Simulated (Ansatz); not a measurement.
Steps of a relaxation of CH₄INSi, SMILES `N=C([SiH3])I` with RKS PBE-D4/def2-SVP.

```sh
$ ansatz run in.yaml --threads 4 --pin off --events-out ev --progress --plain --max-ram 10444MiB
```

```yaml
crystal:
  periodic: [false, false, false]
  atoms:
    - {symbol: N, position_ang: [-0.396600, 1.532200, -0.897600]}
    - {symbol: C, position_ang: [-0.589200, 0.318700, -0.634600]}
    - {symbol: Si, position_ang: [0.418300, -0.614900, 0.595400]}
    - {symbol: I, position_ang: [-2.000800, -0.706400, -1.656800]}
    - {symbol: H, position_ang: [0.311700, 1.999100, -0.379200]}
    - {symbol: H, position_ang: [1.202000, -1.720100, -0.022500]}
    - {symbol: H, position_ang: [-0.346800, -1.176600, 1.717200]}
    - {symbol: H, position_ang: [1.493400, 0.310800, 1.222200]}
basis:
  gaussian: {orbitals: def2-SVP}
hamiltonian: {xc: pbe, dispersion: d4}
relax: {f_tol: 0.03, max_steps: 200}
```

Positions (Å) and forces (eV/Å) along the path, 7 of 7 steps:

```xyz
8
step=1 energy=-18557.4907 eV
N    -0.397    1.532   -0.898   -1.482    0.684   -1.596
C    -0.589    0.319   -0.635    1.283    0.945    0.831
Si    0.418   -0.615    0.595    1.671   -0.264    1.108
I    -2.001   -0.706   -1.657   -1.698   -1.300   -1.152
H     0.312    1.999   -0.379    1.314    0.543    1.069
H     1.202   -1.720   -0.022   -0.015   -0.234   -0.274
H    -0.347   -1.177    1.717   -0.512   -0.217    0.368
H     1.493    0.311    1.222   -0.562   -0.156   -0.353
8
step=2 energy=-18557.8070 eV
N    -0.390    1.572   -0.887   -0.844   -0.541   -0.657
C    -0.538    0.337   -0.631    0.405    1.161    0.130
Si    0.468   -0.634    0.625    0.486   -0.303    0.328
I    -2.055   -0.784   -1.665   -0.228   -0.175   -0.161
H     0.348    2.043   -0.360    0.408    0.011    0.384
H     1.188   -1.765   -0.056    0.013    0.035    0.007
H    -0.388   -1.193    1.717   -0.104    0.006    0.043
H     1.460    0.366    1.201   -0.135   -0.193   -0.075
8
step=3 energy=-18557.8549 eV
N    -0.411    1.592   -0.920   -0.233   -0.369   -0.011
C    -0.528    0.368   -0.610    0.225    0.619   -0.136
Si    0.490   -0.650    0.639   -0.082   -0.155    0.074
I    -2.060   -0.797   -1.659    0.026   -0.044    0.055
H     0.330    2.082   -0.387    0.025   -0.130    0.043
H     1.204   -1.777   -0.056   -0.045    0.062    0.000
H    -0.412   -1.196    1.713    0.041    0.031   -0.064
H     1.479    0.321    1.225    0.043   -0.013    0.039
8
step=4 energy=-18557.8652 eV
N    -0.433    1.619   -0.922    0.078   -0.239    0.009
C    -0.503    0.393   -0.622    0.036    0.218    0.111
Si    0.491   -0.652    0.641   -0.107   -0.016   -0.115
I    -2.037   -0.840   -1.617    0.050    0.055    0.025
H     0.332    2.101   -0.406   -0.146   -0.096   -0.035
H     1.187   -1.771   -0.077   -0.017    0.015    0.015
H    -0.436   -1.195    1.694    0.034    0.042   -0.074
H     1.492    0.288    1.252    0.072    0.020    0.063
8
step=5 energy=-18557.8687 eV
N    -0.428    1.614   -0.947    0.054    0.006    0.141
C    -0.496    0.399   -0.618    0.021    0.005    0.053
Si    0.498   -0.647    0.642   -0.110    0.024   -0.066
I    -2.026   -0.848   -1.599    0.038    0.008   -0.009
H     0.304    2.112   -0.398   -0.057   -0.059   -0.129
H     1.172   -1.772   -0.087    0.010    0.008    0.007
H    -0.447   -1.182    1.678    0.022    0.008   -0.009
H     1.515    0.267    1.273    0.021    0.000    0.012
8
step=6 energy=-18557.8701 eV
N    -0.438    1.615   -0.938    0.081    0.044    0.051
C    -0.504    0.402   -0.606    0.034   -0.028   -0.017
Si    0.495   -0.645    0.642   -0.031    0.015   -0.013
I    -2.016   -0.849   -1.604   -0.016   -0.015    0.010
H     0.314    2.108   -0.417   -0.066   -0.005   -0.033
H     1.169   -1.767   -0.090    0.005    0.002   -0.002
H    -0.446   -1.183    1.678    0.003   -0.006    0.013
H     1.518    0.262    1.279   -0.010   -0.007   -0.008
8
step=7 energy=-18557.8706 eV
N    -0.434    1.616   -0.941    0.008    0.027   -0.002
C    -0.498    0.403   -0.608    0.022   -0.014    0.024
Si    0.494   -0.648    0.643   -0.006    0.020   -0.011
I    -2.017   -0.851   -1.595   -0.014   -0.011   -0.009
H     0.310    2.121   -0.422   -0.009   -0.019   -0.002
H     1.171   -1.767   -0.092    0.000    0.002    0.001
H    -0.448   -1.189    1.677    0.002    0.000    0.000
H     1.515    0.258    1.282   -0.003   -0.006   -0.001
```

Hardware: 4 threads of an Arm Neoverse V2 on a shared host. Wall time 8.5 s, peak host memory 0.15 GiB.
